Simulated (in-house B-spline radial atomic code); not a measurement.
Response of the oxygen ion O⁴⁺ as one setting changes: the share of exact exchange in a PBE hybrid. A dash marks a strongly mixed or unbound state. Computed with a B-spline radial code for spherical atoms: linear response of the closed shell [He] 2s2 with the functional's adiabatic kernel; non-relativistic, point nucleus, no spin-orbit coupling, no double excitations, S, P, D and F terms only.

| share of exact exchange in a PBE hybrid | lowest 1P (eV) | lowest 3P, Tamm-Dancoff (eV) | minus highest occupied level (eV) | α (bohr³) |
| --- | --- | --- | --- | --- |
| 0 | 2s → 2p 18.374 | 2s → 2p 9.025 | 102.63 | 1.192 |
| 0.1 | 2s → 2p 18.324 | 2s → 2p 8.959 | 103.61 | 1.198 |
| 0.2 | 2s → 2p 18.273 | 2s → 2p 8.893 | 104.59 | 1.205 |
| 0.3 | ? | ? | ? | ? |
| 0.4 | ? | ? | ? | ? |
| 0.5 | 2s → 2p 18.123 | 2s → 2p 8.696 | 107.52 | 1.226 |
| 0.6 | 2s → 2p 18.073 | 2s → 2p 8.631 | 108.49 | 1.233 |
| 0.7 | 2s → 2p 18.023 | 2s → 2p 8.567 | 109.47 | 1.241 |
| 0.8 | 2s → 2p 17.974 | 2s → 2p 8.502 | 110.44 | 1.248 |
| 0.9 | 2s → 2p 17.924 | 2s → 2p 8.438 | 111.41 | 1.256 |
| 1 | 2s → 2p 17.875 | 2s → 2p 8.374 | 112.38 | 1.263 |

**Question.** What belongs in the row for 0.3?

**Answer.** lowest 1P (eV): 2s → 2p 18.223; lowest 3P, Tamm-Dancoff (eV): 2s → 2p 8.827; minus highest occupied level (eV): 105.57; α (bohr³): 1.212.

**Question.** What belongs in the row for 0.4?

**Answer.** lowest 1P (eV): 2s → 2p 18.173; lowest 3P, Tamm-Dancoff (eV): 2s → 2p 8.762; minus highest occupied level (eV): 106.54; α (bohr³): 1.219.
